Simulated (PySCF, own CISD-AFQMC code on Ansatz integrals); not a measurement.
Isomers of CH7BSi. Gas-phase values, no solvent. One relaxed conformer stands for each flexible species; it need not be the lowest. Strings in code marks are SMILES.

Quantity: electronic energy of isomers of CH7BSi relative to `BC[SiH3]`, in kcal/mol. AFQMC values (own CISD-AFQMC code on Ansatz integrals) carry a statistical error of up to ±0.30 kcal/mol (one standard error) and the bias of the phaseless constraint.

Level 1: frozen-core phaseless AFQMC with a CISD trial state/cc-pVDZ // PBE0-D3(BJ)/def2-TZVP (own CISD-AFQMC code on Ansatz integrals)
Level 2: PBE-D3(BJ)/def2-TZVP // PBE0-D3(BJ)/def2-TZVP (PySCF)
Level 3: PBE0-D3(BJ)/def2-TZVP (PySCF)
Level 4: SVWN5/6-31G* // PBE0-D3(BJ)/def2-TZVP (PySCF)

| species | level 1 | level 2 | level 3 | level 4 |
|---|---|---|---|---|
| `B[SiH2]C` | 10.4 | 10.2 | 10.5 | 11.1 |
| `CB[SiH3]` | 5.19 | 5.37 | 6.16 | 4.50 |
